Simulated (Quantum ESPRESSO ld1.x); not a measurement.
Question: The rhenium ion Re31+, 44 electrons, occupied as [Kr] 4d8 (the NIST ground configuration). Method: Dirac Kohn-Sham, HCTH/120, spin-unpolarised, spherical densities, point nucleus; open shells are shared between the two j in proportion to 2j + 1; computed with ld1.x of Quantum ESPRESSO 7.5.

Spin-orbit splittings of the eigenvalues, e(l+1/2) - e(l-1/2), with zeta = 2 splitting/(2l+1) and mean radii in bohr:

shell  occ.  splitting (eV)  zeta (eV)  <r> j=l-1/2  <r> j=l+1/2
2p        6            1438      958.9      0.06248      0.07055
3p        6           316.6      211.0       0.1859       0.2004
3d       10           68.81      27.52       0.1751       0.1795
4p        6           90.75      60.50       0.4093       0.4331
4d        8           18.88      7.553       0.4265       0.4333
4f        0           4.981      1.423       0.4077       0.4106
5p        0               ?          ?       0.7503       0.7831
5d        0           7.305      2.922       0.8005       0.8093

Estimate the 5p splitting.

Answer: 34.47 eV (zeta = 22.98 eV).
